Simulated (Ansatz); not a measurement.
Total energies of Cu₄Se₂ (the lowest singlet isomer of a short search) from Ansatz at PBE0-D4/def2-SVP, gas phase (1 Eh = 27.2114 eV = 2625.5 kJ/mol). The reference geometry is relaxed at B3LYP-D4/def2-SVP.

| atom | x (Å) | y (Å) | z (Å) |
| --- | --- | --- | --- |
| Cu1 | -0.913 | -0.253 | 0.961 |
| Cu2 | 0.259 | 1.840 | 0.125 |
| Cu3 | 1.086 | -0.777 | -0.207 |
| Cu4 | -0.625 | 0.335 | -1.718 |
| Se5 | 1.252 | 0.615 | 1.772 |
| Se6 | -1.059 | -1.761 | -0.933 |

| state | geometry | energy (Eh) |
| --- | --- | --- |
| charge 0 singlet | reference | -11362.34023 |
| charge 1 doublet | reference | -11362.07534 |
| charge -1 doublet | reference | -11362.41267 |
| free Cu atom (doublet) | – | -1639.98898 |
| free Se atom (triplet) | – | -2400.91098 |

(1) Work out the vertical ionisation energy to the doublet.

(2) Work out the vertical electron affinity, to the doublet.

(3) Give the fundamental gap IE − EA, the Mulliken electronegativity (IE + EA)/2 and the hardness (IE − EA)/2.

(4) What is the binding energy per atom against free atoms?

(1) E(charge 1 doublet) − E(charge 0 singlet) = -11362.07534 − (-11362.34023) = 0.26489 Eh = 7.21 eV. For comparison, −ε of the highest occupied level is 5.51 eV at this level, 1.70 eV less.

(2) E(charge 0 singlet) − E(charge -1 doublet) = -11362.34023 − (-11362.41267) = 0.07244 Eh = 1.97 eV. The basis lacks diffuse functions, which makes affinities too small.

(3) From the values in Eh: IE − EA = 0.26489 − 0.07244 = 0.19245 Eh = 5.24 eV; (IE + EA)/2 = 4.59 eV; (IE − EA)/2 = 2.62 eV. The HOMO–LUMO gap of the same run is 2.02 eV, 3.22 eV smaller than the fundamental gap.

(4) Atoms: 4 × (-1639.98898) + 2 × (-2400.91098) = -11361.77788 Eh. Binding: -11361.77788 − (-11362.34023) = 0.56235 Eh = 15.30 eV, or 2.55 eV for each of 6 atoms (no zero-point energy, no counterpoise term).

 

The structure comes from a short search, and lower isomers may exist.
